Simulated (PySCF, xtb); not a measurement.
C4H5BFN, SMILES C#CB(F)/C=N/C.

GFN2-xTB (xtb) at its own geometry gives an orbital gap of 2.03 eV and a dipole moment of 2.77 D.

Geometry: B3LYP-D3(BJ)/def2-SVP. The structure was generated by enumeration; whether it is a known compound was not checked. One conformer was computed; it need not be the lowest.

Task: What does PySCF with ωB97X/def2-TZVP give? (An estimate is asked for; the answer gives what the named calculation found.)

Result: gap 9.66 eV (levels -9.93 and -0.27 eV), dipole 2.83 D.
